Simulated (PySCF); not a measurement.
**Electronic structure of Xe (xenon, neutral) at the UHF level**

Configuration: [Kr] 4d10 5s1 5p6 6p1, high-spin 3P determinant (an excited configuration). Computed with PySCF 2.14 in aug-cc-pwCVTZ-PP with ECP28MDF (8s7p6d4f1g, 96 functions), with scalar relativity through the core potential.

```json
{
  "Total energy": "-327.389912 hartree",
  "One-electron energy": "-565.0305 hartree",
  "Hartree (Coulomb) energy": "259.9382 hartree",
  "Exchange energy": "-22.2976 hartree",
  "⟨S²⟩": "2.0125",
  "⟨L²⟩": "2.002",
  "Sum of ⟨r⟩": "35.95 bohr",
  "Sum of ⟨r²⟩": "89.42 bohr²",
  "Traceless quadrupole moment −½Σ⟨3z² − r²⟩ along its main axis": "-15.2 e·bohr²"
}
```

```csv
shell,electrons,mean orbital energy (eV),spread (eV),"rms radius, mean of both spins (bohr)"
4s α,1,-235.74,0,0.768
4s β,1,-234.95,0,0.768
4p α,3,-174.04,0.014,0.819
4p β,3,-173.59,0.058,0.819
4d α,5,-79.536,0.042,0.933
4d β,5,-79.140,0.067,0.933
5s α,1,-34.176,0,1.95
5p α,3,-18.132,0.008,2.35
5p β,3,-15.011,0.210,2.35
6p α,1,-1.639,0,6.20
```

Energies and moments cover only the electrons outside the core potential. The outer electron is Rydberg-like, and this basis confines it to a smaller radius and binds it less than a complete one would.
